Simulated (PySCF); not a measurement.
Species: C3H7BO2.
Atom-mapped SMILES: `[BH:1]1[O:2][CH2:3][CH2:4][CH2:5][O:6]1` (hydrogens: H7 on B1; H8, H9 on C3; H10, H11 on C4; H12, H13 on C5)

Method: PySCF, PBE0-D3(BJ)/def2-SVP geometry optimisation, gas phase.

(1) List the bond lengths, angles and torsions at this level.

Results:

(1) 
```
                  bond  length (Å)
          B1–O2, B1–O6       1.359
          O2–C3, C5–O6       1.412
          C3–C4, C4–C5       1.517
                 B1–H7       1.205
C3–H8 and 3 like bonds       1.103
        C4–H10, C4–H11       1.102
```

Bonds in one row agree within 0.01 Å and their mean is given. A selection of angles:
```
     angle  degrees
  O2–B1–O6    123.1
  O2–B1–H7    118.4
  B1–O2–C3    120.2
  O2–C3–C4    111.3
  O2–C3–H8    107.8
  O2–C3–H9    108.9
  C4–C3–H8    111.2
  C4–C3–H9    110.3
  H8–C3–H9    107.1
  C3–C4–C5    109.6
 C3–C4–H10    109.4
 C3–C4–H11    110.5
H10–C4–H11    107.3
```

Dihedral angles: O6–B1–O2–C3 0° (synperiplanar); B1–O2–C3–C4 -27° (synperiplanar); O2–C3–C4–C5 52° (synclinal); C3–C4–C5–O6 -52° (synclinal); C4–C5–O6–B1 27° (synperiplanar); O2–B1–O6–C5 1° (synperiplanar).

The 6-membered ring B1–O2–C3–C4–C5–O6 has internal angles of 109.6° to 123.1° (sum 696°, against 720° for a flat polygon); it is puckered, 0.19 Å rms from its mean plane, widest ring torsion 52°. O2 (boron-bound oxygen) is bent (angle 120.2°). B1 (three-coordinate boron) is planar (angles 123.1°, 118.5° and 118.4°, sum 360.0°, 0.00 Å off the plane of its three neighbours).

Point group: Cs (every atom within 0.08 Å of its image). No PBE0-D3(BJ)/def2-SVP frequencies stand behind this structure, so it isn't proved a minimum. The numbers are those of one conformer.

Hardware: Arm Neoverse V2, one thread, no GPU, shared host. Cost: 19 s. That covers the optimisation of the geometry.
